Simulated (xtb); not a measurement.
Job for xtb: GFN2-xTB on CH6F2Si (a complex), monomers drawn apart or pushed together.

```
$ xtb mol.xyz --gfn 2 --sp --chrg 0 --uhf 0
10

Si     0.23949382    -0.04746047     0.12882247
H     -1.01343314     0.27948020     0.84835367
H      0.51101619    -1.49675428     0.24324508
H      1.35957001     0.72867556     0.70052599
H      0.07057473     0.30685597    -1.29997845
F      0.27685036    -0.65193286     4.66836224
C     -0.54130039     0.24782327     5.28693563
F      0.04300566     1.47497289     5.22294906
H     -0.64263871    -0.03965463     6.33453374
H     -1.48958133     0.28174152     4.74927360
```

Task: What total energy does the run end on?

Result: -16.3807 hartree.
